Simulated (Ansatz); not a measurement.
Input for Ansatz (a quantum-chemistry and plane-wave program): R-CCSD(T)/cc-pV(D+d)Z on SiF4 (SMILES F[Si](F)(F)F). The basis file is the Basis Set Exchange's JSON of that set.

Ansatz 0.2 input:
```yaml
crystal:
  periodic: [false, false, false]
  atoms:
    - {symbol: Si, position_ang: [0.00000004, -0.00000009, -0.00003154]}
    - {symbol: F, position_ang: [-0.00000226, 0.00000561, 1.56731880]}
    - {symbol: F, position_ang: [1.47771530, 0.00002357, -0.52246455]}
    - {symbol: F, position_ang: [-0.73888493, 1.27972638, -0.52245680]}
    - {symbol: F, position_ang: [-0.73882815, -1.27975547, -0.52246592]}
basis:
  gaussian:
    orbitals: cc-pV_D+d_Z.json
magnetization: {spin_polarized: false}
correlation: {method: ccsd_t, electrons: outside_noble_gas}
scf: {lower_state_search: off}
```

Output:

```
WARN ansatz: RAYON_NUM_THREADS=4 ignored (pool sized by the plan → 4); use --threads N
Functional definition: HF
these checks for a lower state are left out or cut short: stability, starts, cluster_reference, orbital_swaps, neighbouring_geometries, increment
integrals: 0.06 GiB planned
774 factors; integrals over basis functions are off by at most 4.7e-4 eV
mean field: 0.20 GiB planned
mean field evaluation 1: about -18689.9307 eV, gradient 4.2e1 eV
mean field evaluation 2: about -18690.2028 eV, gradient 4.3e1 eV
mean field evaluation 4: about -18693.1449 eV, gradient 1.8e0 eV
mean field evaluation 8: about -18693.1899 eV, gradient 6.2e-2 eV
mean field -18693.18996128 eV, -686.9620603779 hartree, gradient 3.8e-6 eV, S^2 0.000000; 0 other end points of the search recorded, 0 dependent functions left out
9 core orbitals not correlated
reference -18693.18996128 eV, -686.9620603779 hartree; 16, 16 occupied and 54, 54 virtual orbitals, 774 factors
second order -22.76380768 eV of doubles, -0.00000000 eV of singles
coupled cluster: 0.21 GiB planned
cycle   1  -22.40741001 eV  change    3.6e-1 eV  update   9.6e-2
cycle   2  -22.80453735 eV  change   -4.0e-1 eV  update   2.5e-2
cycle   3  -22.90894751 eV  change   -1.0e-1 eV  update   1.2e-2
cycle   4  -22.89857293 eV  change    1.0e-2 eV  update   1.7e-3
cycle   5  -22.89611134 eV  change    2.5e-3 eV  update   6.3e-4
cycle   6  -22.89652380 eV  change   -4.1e-4 eV  update   1.6e-4
cycle   7  -22.89644514 eV  change    7.9e-5 eV  update   4.2e-5
cycle   8  -22.89640013 eV  change    4.5e-5 eV  update   1.0e-5
cycle   9  -22.89639861 eV  change    1.5e-6 eV  update   2.8e-6
perturbative correction -0.34626183 eV, -0.0127248877 hartree
Total energy: -18716.43262173 eV, -687.8162123948 hartree
Checks for a lower state left out: stability, starts, cluster_reference, orbital_swaps, neighbouring_geometries, increment
```

Self-consistency was reached.

Cost: about 2.9 core-seconds (a rough figure).
